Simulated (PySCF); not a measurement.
# Reading the logs of faulty runs: B2H6NSi

Calculated results; nothing here was measured. They come from PySCF 2.14.0, an open-source quantum chemistry program, on an isolated molecule that a program drew, which may never have been made. The molecule is B2H6NSi (charge 0, doublet), drawn as the SMILES string `[BH][SiH2]BN`.

Each row is a Hartree-Fock (HF) and frozen-core CCSD(T) single point in the cc-pV(D+d)Z basis, meant for a local HF minimum. Run 1 is clean. Each other run has one planted mistake out of seven kinds, and not every kind appears here: one electron removed, one electron added, multiplicity raised by two, geometry at a saddle point, minimal basis STO-3G, one bond length entered in bohr, all coordinates scaled. The reference is restricted for singlets and unrestricted otherwise, and also for a bond in bohr. Adding or removing an electron swaps singlet and doublet. Electrons count all cores. HOMO and LUMO are orbital energies over both spins, the gradient is its largest component, and the lowest frequency (negative if imaginary) is given only where the gradient is small. Bond lengths are over the 9 bonds as drawn. T1 is the CCSD diagnostic: over 0.02 (restricted) or 0.045 (unrestricted) a single reference is doubtful.

Geometry of the clean run:
```xyz
10
B2H6NSi, angstrom
B    -2.7548   -1.3294    1.4098
Si   -1.5821   -0.0887    0.3354
B     0.3558   -0.3425    0.9601
N     1.0554    0.6816    1.5820
H    -3.1313   -2.4608    1.3220
H    -2.0251    1.3193    0.5422
H    -1.6860   -0.3618   -1.1269
H     0.9252   -1.3912    0.7986
H     2.0009    0.5827    1.8917
H     0.6712    1.5866    1.7600
```

| run | electrons | basis functions | <S^2> | HOMO (eV) | LUMO (eV) | gradient (hartree/bohr) | lowest frequency (cm^-1) | mean bond (Å) | longest bond (Å) | T1 | HF (hartree) | CCSD(T) (hartree) | mistake |
|---|---|---|---|---|---|---|---|---|---|---|---|---|---|
| 1 | 37 | 95 | 0.758 | -8.56 | 1.28 | 8.5e-06 | 56 | 1.4263 | 2.052 | 0.0168 | -396.20141 | -396.68836 | no fault |
| 2 | 37 | 95 | 1.376 | -8.65 | 1.12 | 2.3e-02 | - | 1.5454 | 2.276 | 0.0594 | -396.08372 | -396.57148 | one bond length entered in bohr |
| 3 | 37 | 95 | 0.757 | -8.51 | 1.35 | 3.9e-02 | - | 1.3735 | 1.976 | 0.0163 | -396.18826 | -396.67159 | ? |
| 4 | 36 | 95 | 0.000 | -15.55 | -6.07 | 4.7e-02 | - | 1.4263 | 2.052 | 0.0235 | -395.93237 | -396.41496 | ? |

**Which mistake was planted in run 3, and what did it cost?**

The mean and the longest bond both change by the same factor, 0.963, and the gradient is no longer small. So the mistake is: all coordinates scaled. Subtracting run 1 and multiplying by 627.51 kcal/mol a hartree, the energy moved by 8.3 kcal/mol in HF and 10.5 kcal/mol in CCSD(T).

**Which mistake was planted in run 4, and what did it cost?**

It counts 36 electrons, one fewer than the clean run, at the same geometry and basis. So the mistake is: one electron removed. Subtracting run 1 and multiplying by 627.51 kcal/mol a hartree, the energy moved by 168.8 kcal/mol in HF and 171.6 kcal/mol in CCSD(T).

Cautions from the logs. Run 2: T1 is over the limit, so its CCSD(T) energy is less reliable; run 4: T1 is over the limit, so its CCSD(T) energy is less reliable.
